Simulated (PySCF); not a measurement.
**Working out the ionisation energy of Ti**

Ti [Ar] 3d2 4s2 (3F) → Ti⁺ [Ar] 3d2 4s1 (4F). All numbers are calculated (PySCF 2.14, the non-relativistic Hamiltonian (point nucleus), in def2-SVP (5s3p2d1f, 31 functions)). Frozen: [Ar]. Energies in hartree (1 hartree = 27.21139 eV):

```csv
part,Ti (lower),Ti⁺ (upper)
UHF,-848.287292,-848.084123
MP2 opposite-spin,-0.022146,0.000000
MP2 same-spin,-0.005674,-0.005585
```

What does Hartree-Fock give?

(-848.084123) − (-848.287292) = 0.203169 hartree = 5.529 eV.

What do MP2 and SCS-MP2 (6/5 opposite-spin, 1/3 same-spin) give?

The opposite-spin parts differ by 0.603 eV and the same-spin parts by 0.002 eV. MP2: 5.529 + (0.603) + (0.002) = 6.134 eV. SCS-MP2: 5.529 + 1.2 × (0.603) + (0.002)/3 = 6.253 eV.

Measured between the centres of the two terms (NIST): 6.828 eV, so MP2 (valence) is off by -0.694 eV.

The calculation is non-relativistic.

A double-zeta basis recovers only part of the correlation energy.

What remains against the reference includes basis incompleteness, the frozen core and correlation beyond second order.
